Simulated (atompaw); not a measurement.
## zirconium (Zr) PAW (atompaw): all-electron and pseudo phase curves

Zr (Z = 40), PAW, made with atompaw 4.2.0.5 (LDA (PW92), scalar-relativistic). Core [Ar] 3d10, reference 4s2 4p6 4d2 5s2 5p0. Waves: 4s (bound): rc 1.40 bohr; 5s (bound): rc 2.20 bohr; 4p (bound): rc 2.10 bohr; 5p (bound, empty): rc 2.20 bohr; 4d (bound): rc 2.20 bohr; 4d channel at 0.28 Ry: rc 2.20 bohr. Local part: troulliermartins scheme with l = 3 at 0 Ry, radius 2.10 bohr. Core correction: smooth core density matched at 1.20 bohr. Augmentation charge: sinc compensation charge, radius 1.65 bohr; PAW radius 2.20 bohr; waves and projectors: custom polynom gramschmidtortho.

The phase is arctan(r·u′/u) with u = r·R(r), unwrapped; energies in Ry, scanned from -6 to 5 Ry. A pole is an energy at which the radial function vanishes at the test radius. The pseudo phase is shifted by a multiple of π to meet the all-electron one at the reference energy, and phase errors are pseudo minus all-electron; the curves can meet again beyond the range given. Levels narrower than the energy grid can be missing from the lists of poles.

```csv
channel,radius (bohr),reference energy (Ry),"poles, all-electron","poles, pseudo",unbroken range about the reference energy with phases within 0.05 rad,phase error 1 Ry above the reference energy (rad)
s,2.21,-0.34,-3.72,"-3.73, 4.58",below 3.7,-0.006
p,2.21,-0.11,-1.87,-1.87,the whole range,-0.000
d,2.21,-0.27,1.13,1.13,below 4.7,+0.000
```

Phases in the d channel:

```json
{"E (Ry)": "-6.00", "all-electron": "1.378", "pseudo": "1.378"}
{"E (Ry)": "-5.76", "all-electron": "1.373", "pseudo": "1.373"}
{"E (Ry)": "-5.52", "all-electron": "1.369", "pseudo": "1.369"}
{"E (Ry)": "-5.28", "all-electron": "1.363", "pseudo": "1.363"}
{"E (Ry)": "-5.04", "all-electron": "1.358", "pseudo": "1.358"}
{"E (Ry)": "-4.80", "all-electron": "1.351", "pseudo": "1.351"}
{"E (Ry)": "-4.56", "all-electron": "1.345", "pseudo": "1.345"}
{"E (Ry)": "-4.32", "all-electron": "1.337", "pseudo": "1.337"}
{"E (Ry)": "-4.08", "all-electron": "1.329", "pseudo": "1.329"}
{"E (Ry)": "-3.84", "all-electron": "1.320", "pseudo": "1.320"}
{"E (Ry)": "-3.60", "all-electron": "1.309", "pseudo": "1.310"}
{"E (Ry)": "-3.36", "all-electron": "1.298", "pseudo": "1.298"}
{"E (Ry)": "-3.12", "all-electron": "1.284", "pseudo": "1.284"}
{"E (Ry)": "-2.88", "all-electron": "1.268", "pseudo": "1.268"}
{"E (Ry)": "-2.64", "all-electron": "1.249", "pseudo": "1.249"}
{"E (Ry)": "-2.40", "all-electron": "1.226", "pseudo": "1.226"}
{"E (Ry)": "-2.16", "all-electron": "1.198", "pseudo": "1.198"}
{"E (Ry)": "-1.92", "all-electron": "1.162", "pseudo": "1.162"}
{"E (Ry)": "-1.68", "all-electron": "1.113", "pseudo": "1.113"}
{"E (Ry)": "-1.44", "all-electron": "1.045", "pseudo": "1.045"}
{"E (Ry)": "-1.20", "all-electron": "0.943", "pseudo": "0.943"}
{"E (Ry)": "-0.96", "all-electron": "0.773", "pseudo": "0.773"}
{"E (Ry)": "-0.72", "all-electron": "0.466", "pseudo": "0.466"}
{"E (Ry)": "-0.48", "all-electron": "-0.075", "pseudo": "-0.075"}
{"E (Ry)": "-0.24", "all-electron": "-0.682", "pseudo": "-0.682"}
{"E (Ry)": "0.00", "all-electron": "-1.065", "pseudo": "-1.065"}
{"E (Ry)": "0.24", "all-electron": "-1.273", "pseudo": "-1.273"}
{"E (Ry)": "0.48", "all-electron": "-1.397", "pseudo": "-1.397"}
{"E (Ry)": "0.72", "all-electron": "-1.478", "pseudo": "-1.478"}
{"E (Ry)": "0.96", "all-electron": "-1.537", "pseudo": "-1.537"}
{"E (Ry)": "1.20", "all-electron": "-1.583", "pseudo": "-1.583"}
{"E (Ry)": "1.44", "all-electron": "-1.621", "pseudo": "-1.621"}
{"E (Ry)": "1.68", "all-electron": "-1.654", "pseudo": "-1.654"}
{"E (Ry)": "1.92", "all-electron": "-1.684", "pseudo": "-1.684"}
{"E (Ry)": "2.16", "all-electron": "-1.714", "pseudo": "-1.714"}
{"E (Ry)": "2.40", "all-electron": "-1.743", "pseudo": "-1.743"}
{"E (Ry)": "2.64", "all-electron": "-1.774", "pseudo": "-1.774"}
{"E (Ry)": "2.88", "all-electron": "-1.808", "pseudo": "-1.807"}
{"E (Ry)": "3.12", "all-electron": "-1.846", "pseudo": "-1.845"}
{"E (Ry)": "3.36", "all-electron": "-1.891", "pseudo": "-1.889"}
{"E (Ry)": "3.60", "all-electron": "-1.947", "pseudo": "-1.942"}
{"E (Ry)": "3.84", "all-electron": "-2.018", "pseudo": "-2.011"}
{"E (Ry)": "4.08", "all-electron": "-2.113", "pseudo": "-2.102"}
{"E (Ry)": "4.32", "all-electron": "-2.249", "pseudo": "-2.229"}
{"E (Ry)": "4.56", "all-electron": "-2.450", "pseudo": "-2.416"}
{"E (Ry)": "4.80", "all-electron": "-2.752", "pseudo": "-2.693"}
```
